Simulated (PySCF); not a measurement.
Gas-phase reaction: 3 SbF₃ + 2 NF₃ = 3 SbF₅ + N₂

Method: PySCF energies plus ideal-gas RRHO corrections (1 bar). † marks an energy on the PBE0/def2-TZVP geometry and frequencies; other levels use their own. MP2 and CCSD(T) freeze the core. All species are closed-shell singlets. B3LYP is the form with VWN-RPA correlation. Sb: scalar-relativistic def2 core potential, no spin-orbit coupling. MP2 isn't extrapolated to the basis-set limit; its ΔH°(298 K) is -1046.3 kJ in def2-SVP and -1054.3 kJ in def2-TZVPP. CCSD(T) isn't extrapolated to the basis-set limit; its ΔH°(298 K) is -918.2 kJ in def2-SVP and -998.9 kJ in def2-TZVPP. The harmonic model lacks anharmonicity and excited electronic states, which grow with temperature; levels with a mode under 35 cm⁻¹ are left out. Soft modes under 120 cm⁻¹ make the harmonic entropy rough for SbF₅.

```
level                ΔE electronic, kJ  ΔH°(298 K), kJ  ΔS°(298 K), J/K  ΔG°(600 K), kJ
-------------------  -----------------  --------------  ---------------  --------------
B3LYP/def2-TZVP†                  -846            -840             -199            -725
BLYP/def2-TZVP†                   -768            -762             -199            -646
CCSD(T)/def2-SVP†                 -924            -918             -199            -802
CCSD(T)/def2-TZVPP†              -1005            -999             -199            -883
MP2/def2-TZVPP†                  -1060           -1054             -199            -939
PBE/def2-SVP                      -685            -678             -184            -571
PBE0/def2-SVP†                    -722            -716             -199            -600
LDA/def2-TZVP†                    -768            -762             -199            -646
ωB97M-V/def2-TZVP†                -928            -922             -199            -806
ωB97X-V/def2-TZVP†                -933            -927             -199            -811
```
ΔH° is lowest at MP2/def2-TZVPP† and highest at PBE/def2-SVP. No reference value is set beside these.
